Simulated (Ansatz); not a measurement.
Consider the ligand exchange at the Si–O bond: `N[SiH](F)[O][SnH3]` + `N[SiH](F)S` → `N[Si@@H](F)S[Si@@H](N)F` + `[OH][SnH3]`.

Program: Ansatz. Geometries: PBE0-D4/def2-TZVP. ΔE: electronic, gas phase. CCSD(T)/CBS adds triple-zeta CCSD(T) − MP2 to the extrapolated MP2 energy (def2 sets, frozen cores). Functionals use def2-TZVPP. B3LYP here is the variant with VWN-RPA as its local correlation; programs differ in this. def2 core potentials past Kr. For Sn outer-core shells are correlated without core-valence functions, which leaves a few kJ/mol of doubt a bond. Each species was taken in one conformer, which may not be the lowest.

`N[SiH](F)[O][SnH3]`:

Z-matrix (Å, degrees):
```
Si
F 1 1.599
O 1 1.609 2 112.2
N 1 1.710 2 103.7 3 -118.6
Sn 1 3.223 2 104.1 3 -29.5
H 1 1.477 2 106.4 3 117.6
H 4 1.007 1 120.6 2 -175.9
H 4 1.008 1 119.6 2 -31.1
H 5 1.704 1 100.3 2 -142.0
H 5 1.701 1 125.1 2 91.0
H 5 1.701 1 90.8 2 -28.3
```

`N[SiH](F)S`:

Z-matrix (Å, degrees):
```
Si
F 1 1.602
S 1 2.122 2 106.4
N 1 1.688 2 115.9 3 -117.7
H 1 1.477 2 105.1 3 123.0
H 3 1.344 1 93.8 2 29.0
H 4 1.006 1 122.0 2 -87.7
H 4 1.006 1 122.7 2 73.2
```

`N[Si@@H](F)S[Si@@H](N)F`:

Z-matrix (Å, degrees):
```
Si
F 1 1.602
S 1 2.127 2 106.9
N 1 1.689 2 114.5 3 116.9
H 1 1.474 2 106.0 3 -123.2
Si 3 2.127 1 99.7 2 -39.4
H 4 1.006 1 121.7 2 85.9
H 4 1.006 1 122.7 2 -73.7
N 6 1.689 3 105.9 1 -161.3
F 6 1.602 3 106.9 1 -38.8
H 6 1.474 3 115.1 1 78.5
H 9 1.006 6 122.7 3 43.7
H 9 1.006 6 121.7 3 -156.7
```

`[OH][SnH3]`:

```xyz
6

O    -0.131    1.014    1.099
Sn   -0.107   -0.240   -0.419
H     0.577    0.861    1.728
H    -0.269   -1.830    0.188
H     1.375   -0.055   -1.251
H    -1.445    0.249   -1.344
```

| level | ΔE (kcal/mol) | difference from CCSD(T)/CBS |
| --- | --- | --- |
| PBE-D4 | 12.9 | -4.2 |
| PBE0-D4 | 14.2 | -2.9 |
| B2PLYP | 17.6 | 0.5 |
| PBE0 | 14.7 | -2.4 |
| B3LYP | 17.4 | 0.3 |
| CCSD(T)/def2-TZVPP | 18.0 | 0.9 |
| HF/def2-QZVPP | 21.7 | 4.6 |
| MP2/def2-QZVPP | 16.5 | -0.6 |
| HF/CBS(def2) | 21.8 | 4.7 |
| MP2/CBS(def2) | 16.0 | -1.1 |
| CCSD(T)/CBS | 17.1 | 0 |

Largest T1 diagnostic among the species: 0.014.

The D4 term adds −1.0 kcal/mol with B3LYP and −0.5 kcal/mol with PBE0; it sums over pairs of atoms, weighted by their polarisabilities, and B3LYP, whose exchange is more repulsive, gets the larger term. In def2-TZVPP, CCSD(T) changes the Hartree–Fock value by −3.4 kcal/mol (the triples alone add −0.8 kcal/mol) and MP2 by −4.5 kcal/mol. From PBE to PBE0 (25 % exact exchange), in def2-TZVPP and without D4, ΔE moves by +1.2 kcal/mol.
